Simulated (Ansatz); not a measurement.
```xyz
11

C     0.0322   -0.2933   -1.2827
C    -0.0433    0.6039   -0.0050
C     0.0374   -0.2624    1.3038
H     0.0328    0.3817   -2.1374
H     0.8800   -0.9197   -1.3690
H    -0.9103   -0.9491   -1.3021
H    -0.8790    1.2199   -0.0419
H     0.9135    1.2110   -0.0040
H     0.0069    0.3543    2.2199
H    -0.9353   -0.9148    1.3071
H     0.8800   -0.8857    1.2771
```

Basis set: cc-pVDZ (spherical functions). Left uncorrelated: 3 orbitals. Charge 0, multiplicity 1.

Computed with Ansatz (development build ahead of 0.2.0); each method stands on the lowest determinant of its kind that the runs found. Restricted open shells among the atoms or ions are ROHF, correlated in semicanonical orbitals with singles.

The atomization energy at this shape (free ground-state atoms in the same class of orbitals less the molecule, no zero-point energy) of singlet C3H8:

```json
{"method": "RHF-MP2", "atomization energy": "3923.2 kJ/mol"}
```

Q: What does RHF give?

A: 3188.0 kJ/mol. Caution: the shape is not the minimum.
